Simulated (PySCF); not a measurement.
**Basis and Hamiltonian dependence of the excitation energy of Cr²⁺**

Cr²⁺ [Ar] 3d4 (5D) → Cr²⁺ [Ar] 3d3 4s1 (5F). All values are computed (PySCF 2.14, energy differences of UHF-based or UKS calculations, no spin-orbit coupling). Values in eV.

```json
{"basis": "aug-cc-pVDZ-DK", "Hamiltonian": "spin-free X2C", "functions": "59", "UHF": "5.906", "PBE": "6.472", "PBE0": "6.535", "MP2 (valence)": "6.268", "CCSD(T) (valence)": "6.301", "CCSD(T) (valence and next inner shell)": "n/a"}
{"basis": "aug-cc-pVDZ", "Hamiltonian": "non-relativistic", "functions": "59", "UHF": "6.307", "PBE": "6.870", "PBE0": "6.937", "MP2 (valence)": "6.673", "CCSD(T) (valence)": "6.708", "CCSD(T) (valence and next inner shell)": "n/a"}
{"basis": "ANO-RCC-VTZP", "Hamiltonian": "spin-free X2C", "functions": "59", "UHF": "5.788", "PBE": "6.309", "PBE0": "6.379", "MP2 (valence)": "6.217", "CCSD(T) (valence)": "6.238", "CCSD(T) (valence and next inner shell)": "6.263"}
{"basis": "x2c-TZVPPall", "Hamiltonian": "spin-free X2C", "functions": "64", "UHF": "5.686", "PBE": "6.252", "PBE0": "6.311", "MP2 (valence)": "6.070", "CCSD(T) (valence)": "6.092", "CCSD(T) (valence and next inner shell)": "6.100"}
{"basis": "def2-TZVPPD", "Hamiltonian": "non-relativistic", "functions": "67", "UHF": "6.205", "PBE": "6.802", "PBE0": "6.858", "MP2 (valence)": "6.596", "CCSD(T) (valence)": "6.619", "CCSD(T) (valence and next inner shell)": "6.641"}
{"basis": "aug-cc-pVTZ-DK", "Hamiltonian": "spin-free X2C", "functions": "93", "UHF": "5.709", "PBE": "6.226", "PBE0": "6.295", "MP2 (valence)": "6.099", "CCSD(T) (valence)": "6.117", "CCSD(T) (valence and next inner shell)": "n/a"}
{"basis": "aug-cc-pVTZ", "Hamiltonian": "non-relativistic", "functions": "93", "UHF": "6.075", "PBE": "6.595", "PBE0": "6.665", "MP2 (valence)": "6.470", "CCSD(T) (valence)": "6.487", "CCSD(T) (valence and next inner shell)": "n/a"}
{"basis": "x2c-QZVPPall", "Hamiltonian": "spin-free X2C", "functions": "96", "UHF": "5.560", "PBE": "6.087", "PBE0": "6.151", "MP2 (valence)": "5.975", "CCSD(T) (valence)": "5.991", "CCSD(T) (valence and next inner shell)": "6.004"}
{"basis": "dyall-av2z", "Hamiltonian": "non-relativistic", "functions": "101", "UHF": "6.072", "PBE": "6.628", "PBE0": "6.687", "MP2 (valence)": "6.435", "CCSD(T) (valence)": "6.461", "CCSD(T) (valence and next inner shell)": "n/a"}
{"basis": "aug-cc-pVTZ with one added diffuse shell each of s, p, d, f, g type", "Hamiltonian": "non-relativistic", "functions": "118", "UHF": "6.067", "PBE": "6.584", "PBE0": "6.655", "MP2 (valence)": "6.461", "CCSD(T) (valence)": "n/a", "CCSD(T) (valence and next inner shell)": "n/a"}
{"basis": "aug-cc-pwCVTZ-DK", "Hamiltonian": "spin-free X2C", "functions": "127", "UHF": "5.702", "PBE": "6.237", "PBE0": "6.303", "MP2 (valence)": "6.127", "CCSD(T) (valence)": "n/a", "CCSD(T) (valence and next inner shell)": "n/a"}
{"basis": "aug-cc-pwCVTZ", "Hamiltonian": "non-relativistic", "functions": "127", "UHF": "6.068", "PBE": "6.606", "PBE0": "6.674", "MP2 (valence)": "6.497", "CCSD(T) (valence)": "n/a", "CCSD(T) (valence and next inner shell)": "n/a"}
{"basis": "aug-cc-pVQZ-DK", "Hamiltonian": "spin-free X2C", "functions": "140", "UHF": "5.557", "PBE": "6.050", "PBE0": "6.124", "MP2 (valence)": "5.975", "CCSD(T) (valence)": "n/a", "CCSD(T) (valence and next inner shell)": "n/a"}
{"basis": "aug-cc-pwCVTZ-DK with one added diffuse shell each of s, p, d, f, g type", "Hamiltonian": "spin-free X2C", "functions": "152", "UHF": "5.693", "PBE": "6.226", "PBE0": "6.292", "MP2 (valence)": "6.117", "CCSD(T) (valence)": "n/a", "CCSD(T) (valence and next inner shell)": "n/a"}
```

Frozen in the all-electron rows: valence: [Ar]; valence and next inner shell: [Ne].

Non-relativistic rows lack the scalar-relativistic shift.
